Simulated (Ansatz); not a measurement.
Calculated with Ansatz (gas phase, PBE0-D4/def2-TZVP geometries, no zero-point term in ΔE). CCSD(T)/CBS is the MP2 limit (def2-TZVPP, def2-QZVPP) plus CCSD(T) − MP2 in def2-TZVPP, frozen cores. Functionals use def2-TZVPP. B3LYP here is the variant with VWN-RPA as its local correlation; programs differ in this. HSE06 is defined as in plane-wave codes. Each species was taken in one conformer, which may not be the lowest.

`O[Si](O)(O)F` + `C=C[Si](O)(Cl)Cl` → `C=C[Si](O)(O)F` + `O[Si](O)(Cl)Cl`  (redistribution)

```csv
level,ΔE (kJ/mol),difference from CCSD(T)/CBS
B97M-V,9.9,-1.6
HSE06-D4,10.8,-0.7
ωB97M-V,9.4,-2.1
revPBE,8.4,-3.1
r2SCAN,10.3,-1.2
B3LYP,9.7,-1.8
HSE06,10.4,-1.1
CAM-B3LYP,9.2,-2.3
CCSD(T)/def2-SVP,11.2,-0.3
CCSD/CBS(def2),11.6,0.1
CCSD(T)/CBS,11.5,0
```

Largest T1 diagnostic among the species: 0.012.

Leaving LDA and LC-ωPBE aside and taking each functional with its dispersion term where it has one, the values, not all of them listed here, spread over 3.2 kJ/mol, from revPBE-D4 to PBE-QIDH.
